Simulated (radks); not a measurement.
The xenon ion Xe+, configuration [Kr] 4d9 5s2 5p6 (not the ground configuration). Calculated with a radial shooting solver on a logarithmic mesh with Libxc functionals: scalar-relativistic Kohn-Sham, PBEsol, spin-polarised, spherical densities, point nucleus; open shells are filled with parallel spins first (spin-orbit coupling, left out, can overturn this in heavy ions).

Normalised radial functions P(r) = r R(r), r in bohr:

```
   r/bohr * 5p down (the largest magnitude, 0.719, reaches the edge; | marks zero)
 0.001646                             *
 0.002516                             *
 0.003844                             *
 0.005874                             *
 0.008976                             |*
  0.01372                             | *
  0.02096                             |  *
  0.03203                             |    *
  0.04894                             |     *
  0.07478                             |     *
   0.1143                             *
   0.1746                     *       |
   0.2668                     *       |
   0.4077                             |     *
    0.623                             |              *
    0.952                          *  |
    1.455   *                         |
    2.223  *                          |
    3.397                 *           |
     5.19                           * |
```

5p down: eigenvalue -18.374 eV, 3 radial nodes at r = 0.117, 0.351, 0.913 bohr, <r> = 2.11 bohr, 90 % of the charge inside 3.10 bohr.
